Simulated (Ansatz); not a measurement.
Dissociation curve of SeBe, lowest triplet found (which spin is the ground state isn't settled by this scan).

UKS-PBE = unrestricted PBE/cc-pVDZ (Ansatz, a first-principles code); FCI = full CI/cc-pVDZ, cores with 3d frozen run with Ansatz.

Energies relative to the lowest point of each curve between 1.69 and 2.45 Å, where full CI is lowest, in kJ/mol; the last columns give the error against full CI:

```json
[
 {"R / Å": "1.55", "UKS-PBE": "330.4", "FCI": "351.1", "UKS-PBE − FCI": "-20.7"},
 {"R / Å": "1.69", "UKS-PBE": "138.9", "FCI": "149.3", "UKS-PBE − FCI": "-10.4"},
 {"R / Å": "1.78", "UKS-PBE": "69.5", "FCI": "75.5", "UKS-PBE − FCI": "-5.9"},
 {"R / Å": "1.87", "UKS-PBE": "28.3", "FCI": "31.2", "UKS-PBE − FCI": "-2.9"},
 {"R / Å": "1.98", "UKS-PBE": "4.3", "FCI": "5.0", "UKS-PBE − FCI": "-0.7"},
 {"R / Å": "2.04", "UKS-PBE": "0.0", "FCI": "0.0", "UKS-PBE − FCI": "0.0"},
 {"R / Å": "2.13", "UKS-PBE": "1.6", "FCI": "1.2", "UKS-PBE − FCI": "0.4"},
 {"R / Å": "2.16", "UKS-PBE": "3.9", "FCI": "3.4", "UKS-PBE − FCI": "0.5"},
 {"R / Å": "2.23", "UKS-PBE": "11.5", "FCI": "11.1", "UKS-PBE − FCI": "0.4"},
 {"R / Å": "2.35", "UKS-PBE": "30.4", "FCI": "30.4", "UKS-PBE − FCI": "0.0"},
 {"R / Å": "2.45", "UKS-PBE": "49.3", "FCI": "49.6", "UKS-PBE − FCI": "-0.3"},
 {"R / Å": "2.57", "UKS-PBE": "73.7", "FCI": "73.8", "UKS-PBE − FCI": "-0.2"},
 {"R / Å": "2.70", "UKS-PBE": "100.0", "FCI": "98.9", "UKS-PBE − FCI": "1.1"},
 {"R / Å": "2.93", "UKS-PBE": "142.3", "FCI": "134.4", "UKS-PBE − FCI": "7.9"},
 {"R / Å": "3.16", "UKS-PBE": "175.5", "FCI": "154.7", "UKS-PBE − FCI": "20.9"},
 {"R / Å": "3.46", "UKS-PBE": "204.6", "FCI": "164.8", "UKS-PBE − FCI": "39.8"},
 {"R / Å": "3.80", "UKS-PBE": "223.2", "FCI": "—", "UKS-PBE − FCI": "—"},
 {"R / Å": "4.24", "UKS-PBE": "234.8", "FCI": "—", "UKS-PBE − FCI": "—"},
 {"R / Å": "4.77", "UKS-PBE": "240.5", "FCI": "—", "UKS-PBE − FCI": "—"},
 {"R / Å": "5.42", "UKS-PBE": "243.0", "FCI": "—", "UKS-PBE − FCI": "—"},
 {"R / Å": "6.29", "UKS-PBE": "244.1", "FCI": "—", "UKS-PBE − FCI": "—"},
 {"R / Å": "7.38", "UKS-PBE": "244.5", "FCI": "—", "UKS-PBE − FCI": "—"}
]
```

UKS-PBE is furthest from FCI at 3.46 (39.8 kJ/mol, above); its mean absolute error over the points is 7.0 kJ/mol.

A dash means that the run gave no value there, or that the column was ended at a point which the program doubted or which failed a test of continuity chosen for this set; such a test can also cut sound points.
